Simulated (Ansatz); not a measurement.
[MoO3F]- (MoO₃F⁻), 5 atoms. Hardware: 4 threads of Arm Neoverse V2 on a shared host.

In the def2 sets Mo takes a core potential; there is no spin–orbit coupling.

How many basis functions does each of these Ansatz runs have, and roughly what does it cost? PBE0-D4/def2-SVP, charge 0 doublet at the geometry of the charge -1 singlet, energy with a search over starts; PBE0-D4/def2-TZVPD, charge -1 triplet at the geometry of the charge -1 singlet, energy; PBE-D4/def2-TZVPD, charge 0 doublet at the geometry of the charge -1 singlet, energy, from earlier orbitals; r2SCAN-D4/def2-SVPD, charge 0 doublet, relaxation, 3 steps; PBE0-D4/def2-SVPD, charge -1 singlet, energy, from earlier orbitals; HF/def2-TZVPD, charge -1 singlet, energy, from earlier orbitals; B3LYP-D4/def2-TZVPD, charge -1 singlet, energy, from earlier orbitals; revPBE-D4/def2-TZVPD, charge -1 singlet, energy, from earlier orbitals; PBE-D4/def2-SVPD, charge -1 singlet, energy, from earlier orbitals; PBE0-D4/def2-TZVPD, charge -1 singlet, energy, from earlier orbitals; PBE0-D4/def2-TZVPD, charge 0 doublet, energy, from earlier orbitals; r2SCAN-D4/def2-TZVPD, charge 0 doublet at the geometry of the charge -1 singlet, energy, from earlier orbitals.

Other jobs shared the machine, so times can vary by a factor of up to 3. A dash marks memory too small to be measured apart from the calling script's.

```tsv
run	functions	fitting or Cholesky vectors	wall time	peak host memory (GiB)
PBE-D4/def2-SVPD, charge -1 singlet, energy, from earlier orbitals	126	1046	1 s	–
PBE0-D4/def2-SVPD, charge -1 singlet, energy, from earlier orbitals	126	1082	1.1 s	–
HF/def2-TZVPD, charge -1 singlet, energy, from earlier orbitals	200	1335	1.6 s	–
revPBE-D4/def2-TZVPD, charge -1 singlet, energy, from earlier orbitals	200	1057	1.6 s	–
PBE0-D4/def2-TZVPD, charge -1 singlet, energy, from earlier orbitals	200	1127	2 s	–
B3LYP-D4/def2-TZVPD, charge -1 singlet, energy, from earlier orbitals	200	1120	2.4 s	–
PBE-D4/def2-TZVPD, charge 0 doublet at the geometry of the charge -1 singlet, energy, from earlier orbitals	200	1057	3.4 s	–
PBE0-D4/def2-SVP, charge 0 doublet at the geometry of the charge -1 singlet, energy with a search over starts	87	837	8.5 s	–
r2SCAN-D4/def2-SVPD, charge 0 doublet, relaxation, 3 steps	126	1046	9 s	–
PBE0-D4/def2-TZVPD, charge 0 doublet, energy, from earlier orbitals	200	1127	11 s	0.8
PBE0-D4/def2-TZVPD, charge -1 triplet at the geometry of the charge -1 singlet, energy	200	1127	14 s	0.81
r2SCAN-D4/def2-TZVPD, charge 0 doublet at the geometry of the charge -1 singlet, energy, from earlier orbitals	200	1057	18 s	0.56
```
